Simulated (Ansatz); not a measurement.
Ansatz results at the PBE0-D4/def2-TZVP geometry: HOMO–LUMO gap (B3LYP/def2-TZVPP) 6.65 eV; HOMO energy (ωB97M-V/def2-TZVPP) -9.10 eV; LUMO energy (PBE/def2-TZVPP) -0.58 eV.

Each molecule was computed in one conformer, which needn't be the lowest.

Task: Which molecule gave them?
A. `C[SiH2]B(F)Cl`
B. `OCOB[SiH3]`
C. `[BH]1C[SiH2][O][AlH]1`
D. `CNP`

Result: D. The others give `OCOB[SiH3]`: 6.11, -9.84, -2.11; `C[SiH2]B(F)Cl`: 6.46, -10.52, -2.47; `[BH]1C[SiH2][O][AlH]1`: 4.42, -9.16, -3.17.

B3LYP here is the variant with VWN-RPA as its local correlation; programs differ in this.
